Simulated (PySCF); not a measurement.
PySCF job for F3Ga, SMILES [F][Ga]([F])[F] (connectivity only; charge and spin as stated), charge +1, multiplicity 2, IEF-PCM-M06-2X/def2-SVP. The structure is a stationary point at B3LYP-D3(BJ)/def2-SVP. A frequency run showed that this geometry is not a minimum. The multiplicity is an assumed one; other spin states were not compared. The isomer is the one that the SMILES or the coordinates give; other isomers of the formula were not compared.

```python
import numpy as np
from pyscf import gto, scf, dft
from pyscf.solvent import pcm

mol = gto.M(
    atom='''
    Ga    0.00000000    0.00000000   -0.27212724
    F    -0.00000000   -1.68179311   -0.46031419
    F    -0.00000000    1.68179311   -0.46031419
    F    -0.00000000    0.00000000    1.85795555
    ''',
    basis='def2-SVP',
    charge=1,
    spin=1,
    max_memory=1600,
    verbose=3,
)
mf = dft.UKS(mol, xc='m06-2x').density_fit(auxbasis='def2-universal-jkfit')
mf.grids.level = 4
mf.conv_tol = 1e-9
mf.max_cycle = 100
mf.kernel()
fine, coarse = mf.grids, dft.Grids(mol).set(level=1).build(with_non0tab=True)
for _ in range(3):  # follow internal instabilities
    mf.grids = coarse
    mo, _, stable, _ = mf.stability(return_status=True, nroots=4)
    mf.grids = fine
    if stable:
        break
    mf.kernel(mf.make_rdm1(mo, mf.mo_occ))
res = {}
for name, eps in {'water': 78.355, 'n-hexane': 1.8819, 'cyclohexanone': 15.619}.items():
    s = mf.PCM()
    s.with_solvent.method, s.with_solvent.eps, s.with_solvent.lebedev_order = 'IEF-PCM', eps, 29
    s.kernel(mf.make_rdm1())
    res[name] = (s.e_tot, eps, s.dip_moment(), s.mo_energy, s.converged)
    print(f'{name}: electrostatic solvation free energy {(s.e_tot - mf.e_tot) * 627.509474:.3f} kcal/mol')
```

Log of the run:

```

WARN: HOMO -0.54420373071914 >= LUMO -0.544203730719136

converged SCF energy = -2223.40358313918  <S^2> = 0.75203053  2S+1 = 2.0020295
<class 'pyscf.df.df_jk.DFUKS'> wavefunction is stable in the internal stability analysis

WARN: PCM is an experimental feature. It is still in testing.
Features and APIs may be changed in the future.

converged SCF energy = -2223.52777026241  <S^2> = 0.75199659  2S+1 = 2.0019956

WARN: System has nonzero charge 1; the dipole moment is origin-dependent.
Location of origin: [0. 0. 0.]

Dipole moment(X, Y, Z, Debye):  0.00000, -0.00000,  0.75151
water: electrostatic solvation free energy -77.929 kcal/mol

WARN: PCM is an experimental feature. It is still in testing.
Features and APIs may be changed in the future.

converged SCF energy = -2223.45958925505  <S^2> = 0.75202  2S+1 = 2.002019

WARN: System has nonzero charge 1; the dipole moment is origin-dependent.
Location of origin: [0. 0. 0.]

Dipole moment(X, Y, Z, Debye):  0.00000,  0.00000,  0.72257
n-hexane: electrostatic solvation free energy -35.144 kcal/mol

WARN: PCM is an experimental feature. It is still in testing.
Features and APIs may be changed in the future.

converged SCF energy = -2223.52061347876  <S^2> = 0.75199981  2S+1 = 2.0019988

WARN: System has nonzero charge 1; the dipole moment is origin-dependent.
Location of origin: [0. 0. 0.]

Dipole moment(X, Y, Z, Debye):  0.00000, -0.00000,  0.74794
cyclohexanone: electrostatic solvation free energy -73.438 kcal/mol
```

Self-consistency was reached.
